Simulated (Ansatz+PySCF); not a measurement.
The numbers below are computed, except where a source is named.
Input for PySCF 2.14.0:

```python
from pyscf import gto, scf

mol = gto.M(atom="""
H 0.000000 0.000000 -1.141320
H 0.000000 0.000000 1.141320
""", basis='cc-pvdz', charge=0, spin=0)
mf = scf.RHF(mol)
mf.init_guess = 'atom'
mf.kernel()
while True:  # follow internal instabilities
    mo, _, stable, _ = mf.stability(return_status=True)
    if stable: break
    mf.kernel(mf.make_rdm1(mo, mf.mo_occ))
print(mf.converged, mf.e_tot, mf.spin_square()[0])
```

The script is written out from the run's settings.

Output:

```
Converged                       : yes
Total energy                    : -0.88738 hartree
Spin squared of the determinant : 0.000
```

Caution: an unrestricted determinant lies well below.
